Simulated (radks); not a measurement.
Results of a calculation; reference values are marked as such.
Problem. Neutral terbium: order these configurations by energy. Code: a radial shooting solver on a logarithmic mesh with Libxc functionals. Model: scalar-relativistic Kohn-Sham, PBEsol, spin-polarised, spherical densities, finite nucleus; Fermi nuclear charge, rms radius of each element as measured or else 0.836 A^(1/3) + 0.57 fm. Open shells are filled with parallel spins first. [Xe] 4f8 5d1 6s2; [Xe] 4f8 6s2 6p1; [Xe] 4f9 6s1 6p1; [Xe] 4f9 6s2.

Solution. From the lowest, in eV above it: [Xe] 4f9 6s2 0.000; [Xe] 4f8 5d1 6s2 1.260; [Xe] 4f9 6s1 6p1 1.989; [Xe] 4f8 6s2 6p1 3.184.
